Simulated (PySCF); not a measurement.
# How methods differ on the excitation energy of Cr+

Cr+ [Ar] 3d5 (6S) → Cr+ [Ar] 3d4 4p1 (high-spin determinant), as a difference of total energies. Computed with PySCF 2.14 in ANO-RCC-VTZP (6s5p3d2f1g, 59 functions), with scalar relativity by spin-free X2C-1e. Correlated levels: valence: [Ar] frozen. The calculations carry no spin-orbit coupling.

| method | excitation energy (eV) |
| --- | --- |
| UHF | 4.920 |
| MP2 (valence) | 5.696 |
| SCS-MP2 (valence) | 5.179 |
| CCSD (valence) | 5.656 |
| CCSD(T) (valence) | 5.680 |

Question: How much does correlation contribute at CCSD(T) (valence)?

Answer: 5.680 − (4.920) = 0.760 eV, measured against UHF.

A first-order spin-orbit estimate (lowest level to lowest level, LS coupling) adds -0.067 eV.

The basis was made for the ground configuration and has no added diffuse functions, so the excitation energy can come out too high.

The determinant of the upper state mixes LS terms, which raises its energy above the lowest term, most at the Hartree-Fock and MP2 levels.
